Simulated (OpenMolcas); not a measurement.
## S²⁺: effect of the active space

```json
{"Program": "OpenMolcas", "Method": "MS-CASPT2 or its RAS form, IPEA 0.25 Eh, imaginary shift 0.1 Eh", "Basis": "ANO-RCC-VTZP", "Scalar Hamiltonian": "DKH2, point nucleus", "Spin-orbit coupling": "RASSI with atomic mean-field integrals over the reference wave functions, term energies averaged over their components"}
```

A. 4 electrons in 4 orbitals (3s 3p); 2S+1 = 3 even, 6 roots; 2S+1 = 1 even, 12 roots; 2S+1 = 5 odd, 1 root; 2S+1 = 3 odd, 9 roots; 2S+1 = 1 odd, 8 roots; closed shells correlated: 2s 2p; CASPT2 step roughly 2.8 core-seconds
B. 4 electrons in 9 orbitals (RAS2 3s 3p; RAS3 3d, at most 2 electrons); 2S+1 = 3 even, 6 roots; 2S+1 = 1 even, 12 roots; 2S+1 = 5 odd, 1 root; 2S+1 = 3 odd, 8 roots; 2S+1 = 1 odd, 8 roots; closed shells correlated: 2s 2p; CASPT2 step of the order of 21 core-seconds

Energies in cm⁻¹ above 3s² 3p² ³P₀, the measured ground level; measured values from NIST levels in Podobedova, Kelleher and Wiese, J. Phys. Chem. Ref. Data 38, 171 (2009).

```csv
Level,A,B,Measured
3s² 3p² ³P₀,0.0,0.0,0.0
3s² 3p² ³P₁,267,264,299
3s² 3p² ³P₂,750,747,833
3s² 3p² ¹D₂,11040,11720,11323
3s² 3p² ¹S₀,25790,27850,27161
3s 3p³ ⁵S°₂,54480,56670,58672
3s 3p³ ³D°₂,81750,83630,84047
3s 3p³ ³D°₁,81760,83610,84019
3s 3p³ ³D°₃,81760,83660,84099
3s 3p³ ³P°₀,100240,98850,98772
3s 3p³ ³P°₁,100250,98850,98766
3s 3p³ ³P°₂,100260,98820,98745
```

Deviations, from unrounded energies. A percentage is the sum of absolute deviations over the sum of measured energies, with the sign that they share, or ± where signs differ.

```
                        Against measurement  Levels      A      B
             mean absolute deviation (cm-1)      11   1600    430
      fine structure of the ground term (%)       2  -10.1  -10.6
other terms of the ground configuration (%)       2   -4.3   +2.8
                   other configurations (%)       7   ±2.6   ±0.6
```

B lies closest to measurement on these levels. The largest miss of B in the table is 3s 3p³ ⁵S°₂, by -2000 cm-1. The ranking rests on the paired levels alone, and a cruder setting can come out closer through cancelling errors.

Between A and B the level of the table that moves most is 3s 3p³ ⁵S°₂, by 2200 cm-1 (lowest in A, highest in B). Moves below CASPT2's spread within the term are not significant.

CASPT2 does not keep the components of a term degenerate, so their means are used; among the terms shown or strongly mixed into the levels shown the widest spread is 930 cm-1 (3s 3p³ ³D°, A). Over all roots computed the reference weight is 0.85 to 0.99 in A; the roots of lowest weight are the least certain, and an intruder state may touch them. Terms of s pⁿ other than that of highest spin mix with s² pⁿ⁻² d, which this space lacks; all of them can be thousands of cm-1 off, and some have no real level of that name (holds for A). The run also gave levels led by 3s 3p² 3d, 3s² 3p 3d, which use shells meant for correlation; these and all levels above them are left out (holds for B). Some terms mix strongly with configurations of 3d, whose occupation reaches 0.21 (3s 3p³ ³D°, 3s 3p³ ³P°) (holds for B). Measured partners are found by configuration, term and J. A level has none where our copy of the source lacks it or the pairing is in doubt (some pairs that miss far off the trend of their configuration count as doubtful), and it then counts in no deviation. Levels of configurations outside the active space are missing. The table leaves out levels that lie high or whose names do not pair safely across all columns.

° marks odd parity.
